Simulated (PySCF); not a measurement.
Consider 1,1-dimethylcyclohexane, `CC1(C)CCCCC1` (C8H16). Numbering: `[CH3:1][C:2]1([CH3:3])[CH2:4][CH2:5][CH2:6][CH2:7][CH2:8]1` These are map numbers, not IUPAC locants.

These are calculated values, ωB97X-D3(BJ)/ma-def2-SVP in PySCF (grid level 2) at geometries from PBE0-D3(BJ)/def2-SVP. ωB97X-D3(BJ) is ωB97X-V with D3(BJ) in place of VV10. Zero-point and thermal terms (298.15 K, 1 bar) come from unscaled GFN2-xTB harmonic frequencies, with soft modes damped to free rotors in the entropy. These were taken at the GFN2-xTB minima.

Question: What are the vertical and the adiabatic ionisation energy for forming the radical cation?

Answer: 10.38 eV vertical and 9.55 eV adiabatic, the latter with zero-point energy.

Question: What oxidation potential follows in acetonitrile (IEF-PCM), on the absolute scale?

Answer: In the gas phase ΔG of oxidation is 9.525 eV, and solvation is -2.9 kJ/mol for the parent and -213.3 kJ/mol for the product, so the absolute potential is 7.34 V. The solvent is electrostatics only, on gas-phase structures; the absolute scale refers to an electron at rest in vacuum.

Question: How far is −ε(HOMO) from the vertical value by ΔSCF?

Answer: −ε(HOMO) = 10.61 eV, which is 0.23 eV above the ΔSCF value.

Known limits: ma-def2-SVP is a small basis, whose errors can reach tens of kJ/mol.
